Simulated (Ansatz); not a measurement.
Isomers of Cu3Ag4⁺ (singlet), relaxed with r2SCAN-D4/def2-SVP; total energies from Ansatz at RPA@PBE/def2-TZVP.

| isomer | description | energy (Eh) |
| --- | --- | --- |
| A | point group Cs; 8 × Ag–Cu 2.51 to 2.57 Å; 2 × Cu–Cu 2.33 Å; 2 × Ag–Ag 2.73 Å | -5505.07373 |
| B | point group not assigned; 9 × Ag–Cu 2.48 to 2.65 Å; 3 × Ag–Ag 2.66 to 2.79 Å; 2 × Cu–Cu 2.36 to 2.40 Å | -5505.06899 |
| C | point group C2; 6 × Ag–Cu 2.51 to 2.53 Å; 3 × Ag–Ag 2.73 to 2.74 Å; 3 × Cu–Cu 2.32 to 2.36 Å | -5505.07286 |
| D | point group Cs; 10 × Ag–Cu 2.51 to 2.75 Å; 3 × Cu–Cu 2.33 to 2.50 Å; 2 × Ag–Ag 2.71 Å | -5505.08107 |

In the def2 sets Ag takes a core potential; there is no spin–orbit coupling. Correlated methods freeze 27 core orbitals; core or outer-core shells of Ag are correlated, in sets that lack core-valence functions.

The isomers come from a short search, and lower ones may exist.

Question: Work out the relative energies (1 Eh = 2625.5 kJ/mol) and the Boltzmann populations at 298 K from electronic energies alone (R = 8.314 J/mol/K).

Answer: ΔE: A 19.3, B 31.7, C 21.6, D 0.0 kJ/mol. RT = 2.48 kJ/mol. Factors exp(−ΔE/RT): A 0.000417, B 2.81e-06, C 0.000165, D 1; sum 1.001. Populations: A 0.0 %, B 0.0 %, C 0.0 %, D 99.9 %. Zero-point energy, vibrational entropy and symmetry numbers are left out and can shift these; an error of 4 kJ/mol changes a ratio by a factor of 5.0. Over the other density-functional and correlated levels in def2 sets, the gap between D and A ranges from 16 to 37 kJ/mol.
